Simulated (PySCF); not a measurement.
Fractional electron number in Cr- (chromium, charge -1)

The 4s beta orbital of [Ar] 3d5 4s2 is emptied in steps (occupation f), with all orbitals relaxed, ending at [Ar] 3d5 4s1. All numbers are calculated (PySCF 2.14, the non-relativistic Hamiltonian (point nucleus), in def2-TZVPPD (6s6p4d2f1g, 67 functions)). The exact energy is a straight line in f; departures are measured from the line between the end points of the same method.

```
  f  PBE0 (eV)  LC-wPBE (eV)
  1      0.000         0.000
0.9     -0.121         0.020
0.7     -0.278         0.047
0.5     -0.325         0.059
0.3     -0.266         0.052
0.1     -0.104         0.025
  0      0.000         0.000
```

```csv
method,E(f=0) − E(f=1) (eV),−ε at f=1 (eV),−ε at f=0.5 (eV)
PBE0,0.142,-1.209,0.176
LC-wPBE,0.058,0.272,0.072
```

Orbital energy along the path (eV):

```json
{"f": "1", "PBE0": "1.209", "LC-wPBE": "-0.272"}
{"f": "0.9", "PBE0": "0.925", "LC-wPBE": "-0.235"}
{"f": "0.7", "PBE0": "0.368", "LC-wPBE": "-0.158"}
{"f": "0.5", "PBE0": "-0.176", "LC-wPBE": "-0.072"}
{"f": "0.3", "PBE0": "-0.702", "LC-wPBE": "0.024"}
{"f": "0.1", "PBE0": "-1.180", "LC-wPBE": "0.141"}
{"f": "0", "PBE0": "-0.604", "LC-wPBE": "0.432"}
```

As f goes to zero the orbital energy of a semilocal functional can turn back, because the density of that orbital vanishes from the exchange-correlation potential.

At f = 1 the orbital energy is positive for PBE0: only the finite basis holds the electron.

Reference removal energy between the ground levels: 0.676 eV (measured; photodetachment measurements, as compiled on the Wikipedia data page of electron affinities).
